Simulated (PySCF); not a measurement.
**Circular dichroism: `C=C[C@@H]1OC[C@@H]1CC`, C7H12O**

Geometry:
```tsv
atom	x (Å)	y (Å)	z (Å)
C1	2.574	-0.631	-1.258
C2	1.911	-0.623	-0.117
C3	1.253	0.588	0.455
O4	1.087	0.526	1.879
C5	-0.337	0.580	1.788
C6	-0.283	0.705	0.261
C7	-0.978	-0.378	-0.549
C8	-2.489	-0.172	-0.570
H9	3.023	-1.528	-1.649
H10	2.692	0.262	-1.850
H11	1.804	-1.521	0.476
H12	1.801	1.493	0.163
H13	-0.799	-0.340	2.161
H14	-0.744	1.438	2.330
H15	-0.582	1.690	-0.101
H16	-0.749	-1.357	-0.124
H17	-0.589	-0.359	-1.569
H18	-2.891	-0.175	0.440
H19	-2.741	0.779	-1.035
H20	-2.970	-0.967	-1.136
```

Method used: TDDFT wB97X-D/def2-SVPD circular dichroism and optical rotation, one conformer, gas phase in PySCF 2.14.0. Geometry: GFN2-xTB.

The molecule is flexible and this is one conformer; a measurement averages over conformers. States above about 9.1 eV (minus the energy of the highest occupied orbital) lie near or above the ionisation threshold and depend on the basis.

**Question.** Assign R or S to each stereocentre.

**Answer.** C3 S, C6 S.

**Question.** Which excitations and rotatory strengths does the calculation give?

**Answer.** Rotatory strengths R in 10⁻⁴⁰ esu² cm², velocity form and length form (origin at the centre of mass); f in length form.
| state | E (eV) | λ (nm) | f | R (velocity) | R (length) | main |
| --- | --- | --- | --- | --- | --- | --- |
| 1 | 6.50 | 191 | 0.034 | -4.4 | -3.8 | HOMO→LUMO 0.84, HOMO−1→LUMO 0.11 |
| 2 | 7.11 | 174 | 0.303 | +84.3 | +83.8 | HOMO−1→LUMO 0.79, HOMO→LUMO 0.12 |
| 3 | 7.43 | 167 | 0.012 | +40.4 | +40.7 | HOMO→LUMO+3 0.35, HOMO→LUMO+4 0.23 |
| 4 | 7.63 | 162 | 0.039 | +3.0 | +4.9 | HOMO→LUMO+1 0.26, HOMO→LUMO+2 0.23 |
| 5 | 7.90 | 157 | 0.005 | -6.9 | -7.7 | HOMO→LUMO+2 0.31, HOMO→LUMO+3 0.20 |
| 6 | 7.97 | 156 | 0.023 | -28.2 | -30.8 | HOMO→LUMO+4 0.20, HOMO→LUMO+1 0.18 |
| 7 | 8.07 | 154 | 0.022 | +5.4 | +4.8 | HOMO−2→LUMO 0.92 |
| 8 | 8.26 | 150 | 0.003 | +2.8 | +2.5 | HOMO−1→LUMO+3 0.36, HOMO−1→LUMO+2 0.26 |
| 9 | 8.32 | 149 | 0.018 | -67.8 | -68.2 | HOMO−3→LUMO 0.31, HOMO−6→LUMO 0.23 |
| 10 | 8.37 | 148 | 0.020 | +9.3 | +9.2 | HOMO−1→LUMO+3 0.24, HOMO→LUMO+5 0.16 |
| 11 | 8.49 | 146 | 0.016 | +16.6 | +17.3 | HOMO−1→LUMO+4 0.44 |
| 12 | 8.58 | 144 | 0.020 | -1.7 | -3.6 | HOMO−3→LUMO 0.21, HOMO−1→LUMO+1 0.18 |
| 13 | 8.72 | 142 | 0.020 | +33.0 | +33.8 | HOMO−3→LUMO 0.31, HOMO−4→LUMO 0.13 |
| 14 | 8.92 | 139 | 0.014 | +8.9 | +9.0 | HOMO−2→LUMO+1 0.40, HOMO−2→LUMO+3 0.16 |
| 15 | 8.98 | 138 | 0.019 | -14.1 | -14.0 | HOMO→LUMO+6 0.28, HOMO−2→LUMO+1 0.09 |
| 16 | 9.13 | 136 | 0.005 | -22.2 | -22.0 | HOMO−2→LUMO+3 0.25, HOMO−2→LUMO+1 0.22 |

Among the states computed, the strongest CD band (largest |R|) is state 2. The largest dissymmetry factor in size, g = 4R/(D+G), with D and G the electric and magnetic dipole strengths, is -0.062 for state 16 (velocity form, f = 0.005), among bands with |R| over 0.5. The mirror image has the same energies and oscillator strengths and all R with the opposite sign.
